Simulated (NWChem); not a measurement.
C4H7Cl; SMILES CC1(Cl)CC1

All runs: NWChem. Medium grid unless said otherwise, to which SCAN and Minnesota functionals are sensitive. All runs use the structure optimised with PBE0/def2-SVP. No frequency run checked for a minimum. B3LYP is NWChem's, with the RPA form of VWN correlation.

### Question
Order these by “dipole (D)”, lowest first: M05-2X/def2-SVP; N12/def2-SVP; BLYP/def2-SVP; PW91/def2-SVP; Hartree-Fock/def2-SVP.

### Answer
BLYP/def2-SVP (1.61), PW91/def2-SVP (1.70), N12/def2-SVP (1.76), M05-2X/def2-SVP (1.85), Hartree-Fock/def2-SVP (2.05)
